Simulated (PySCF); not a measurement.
Compound: C₃H₇B₂F₂N.
SMILES: `BN(B(F)F)C1CC1`

Torsions of this conformer, `[BH2:1][N:2]([B:3]([F:4])[F:5])[CH:6]1[CH2:7][CH2:8]1`: B1–N2–B3–F4 0°, B1–N2–C6–C7 -36°.

The closed-shell ground state was solved at several levels (PySCF, density fitting, gas phase, non-relativistic). One conformer (not necessarily the lowest) at the GFN2-xTB geometry, without solvent, vibrations or thermal averaging.

```tsv
level	basis functions	HOMO (eV)	LUMO (eV)	gap (eV)	dipole (D)
CAM-B3LYP/def2-SVPD	222	-9.25	0.07	9.32	2.34
PBE0/pcSseg-1	171	-7.87	-0.95	6.92	2.27
```

Question: Estimate the row for B3LYP/pcJ-1, a basis of 286 functions; the other rows only guide the guess.

Answer: HOMO -7.62 eV, LUMO -1.17 eV, gap 6.45 eV, dipole 2.28 D.

Question: Over all these levels, which gives the widest orbital gap and which the narrowest?

Answer: CAM-B3LYP/def2-SVPD (range-separated hybrid) has the widest, 9.32 eV, and B3LYP/pcJ-1 (global hybrid, 20 % exact exchange) the narrowest, 6.45 eV. Functional and basis both differ between the two, so the spread mixes both effects.

Question: How far do the dipole and the HOMO energy spread over the levels?

Answer: The dipole runs from 2.27 to 2.34 D (mean 2.30 D) and the HOMO from -9.25 to -7.62 eV.
